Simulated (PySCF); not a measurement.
Species: C5H6F2.
Cartesian coordinates in Å at the PBE0-D3(BJ)/def2-SVP level; atoms count from 1:
```xyz
13
C5H6F2 angstrom
C      2.935   -0.742    0.015
C      1.872   -0.209    0.240
C      0.582    0.433    0.478
F      0.411    0.669    1.829
C     -0.588   -0.402   -0.021
C     -1.906    0.309    0.169
F     -1.910    1.482   -0.550
H      3.883   -1.212   -0.175
H      0.565    1.413   -0.030
H     -0.600   -1.359    0.526
H     -0.434   -0.631   -1.086
H     -2.742   -0.320   -0.181
H     -2.064    0.552    1.232
```

Jobs on this species (13 atoms, 54 electrons) with PySCF (density fitting). Hardware of each: one thread, Arm Neoverse N1 (aarch64), no GPU, on a shared host. The host was shared with other jobs, so the times are rough. Peak memory is the resident size of the whole Python process, interpreter and libraries included.

| level and settings | work | basis functions | SCF cycles | wall time | peak memory |
| --- | --- | --- | --- | --- | --- |
| delta-SCF UKS B3LYP, pcX-2 on the ionised atom, pcseg-1 elsewhere, spin-free X2C | ΔSCF core ionisation, 7 holes | 159 | ? | ? | ? |
| delta-SCF UKS SCAN, pcX-2 on the ionised atom, pcseg-1 elsewhere, non-relativistic | ΔSCF core ionisation, 7 holes | 159 | ? | ? | ? |
| delta-SCF UKS PBE, pcX-2 on the ionised atom, pcseg-1 elsewhere, spin-free X2C | ΔSCF core ionisation, 7 holes | 159 | 126 | 50 s | 0.58 GiB |
| PBE0-D3(BJ)/def2-SVP, grid level 1 | geometry optimisation from a GFN2-xTB start shaken at random | 128 | 79 | 1.8 min | 0.50 GiB |
| delta-SCF UKS SCAN, def2-TZVP on the ionised atom, pcseg-1 elsewhere, spin-free X2C | ΔSCF core ionisation, 7 holes | 145 | 134 | 79 s | 0.53 GiB |
| delta-SCF UKS SCAN, pcX-1 on the ionised atom, pcseg-1 elsewhere, spin-free X2C | ΔSCF core ionisation, 7 holes | 138 | 132 | 69 s | 0.53 GiB |
| delta-SCF UKS HF, pcX-2 on the ionised atom, pcseg-1 elsewhere, spin-free X2C | ΔSCF core ionisation, 7 holes | 159 | 122 | 61 s | 0.53 GiB |
| delta-SCF UKS PBE0, pcX-2 on the ionised atom, pcseg-1 elsewhere, spin-free X2C | ΔSCF core ionisation, 7 holes | 159 | 117 | 96 s | 0.62 GiB |
| delta-SCF UKS SCAN, pcX-2 on the ionised atom, pcseg-1 elsewhere, spin-free X2C | ΔSCF core ionisation, 7 holes | 159 | 137 | 83 s | 0.58 GiB |

Question: Fill in the missing figures.

Answer: 
- delta-SCF UKS B3LYP, pcX-2 on the ionised atom, pcseg-1 elsewhere, spin-free X2C; ΔSCF core ionisation, 7 holes: 97 s, 0.71 GiB, 118 SCF cycles
- delta-SCF UKS SCAN, pcX-2 on the ionised atom, pcseg-1 elsewhere, non-relativistic; ΔSCF core ionisation, 7 holes: 83 s, 0.62 GiB, 135 SCF cycles

Question: What do all jobs in the table cost together?

Answer: About 12 min; the longest takes about 15 % of that, and about 2.2 times as long as the shortest.
